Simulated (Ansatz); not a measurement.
One change: `NB(N)Br` becomes `[NH2][In]([NH2])[Br]`.

Ansatz, PBE0-D4/def2-TZVP geometries, multiplicity 1. Each molecule was computed in one conformer, which needn't be the lowest.

Elements past krypton have def2 core potentials. Scalar relativity is left out up to krypton.

```
                               property  `NB(N)Br`
   HOMO–LUMO gap (PBE0/def2-TZVPP) / eV       8.10
  HOMO energy (ωB97M-V/def2-TZVPP) / eV      -9.80
     HOMO energy (PBE0/def2-TZVPP) / eV      -7.43
  LUMO energy (ωB97M-V/def2-TZVPP) / eV       1.95
    HOMO–LUMO gap (PBE/def2-TZVPP) / eV       5.87
HOMO–LUMO gap (ωB97M-V/def2-TZVPP) / eV      11.76
```

**Question.** Give the same properties after the change, and the shifts. (Best estimate.)

**Answer.** Computed: 
```tsv
property	`[NH2][In]([NH2])[Br]`	shift
HOMO–LUMO gap (PBE0/def2-TZVPP) / eV	5.94	-2.16
HOMO energy (ωB97M-V/def2-TZVPP) / eV	-9.67	0.13
HOMO energy (PBE0/def2-TZVPP) / eV	-7.34	0.09
LUMO energy (ωB97M-V/def2-TZVPP) / eV	0.33	-1.62
HOMO–LUMO gap (PBE/def2-TZVPP) / eV	3.73	-2.14
HOMO–LUMO gap (ωB97M-V/def2-TZVPP) / eV	10.00	-1.76
```

With PBE0 the HOMO rises by 0.09 eV and the LUMO falls by 2.07 eV, so the gap narrows by about 2.16 eV. PBE moves the HOMO by 0.03 eV and ωB97M-V by 0.13 eV.

Spin–orbit coupling is left out; it splits and shifts lone-pair levels of the heavy atoms by tenths of an eV.
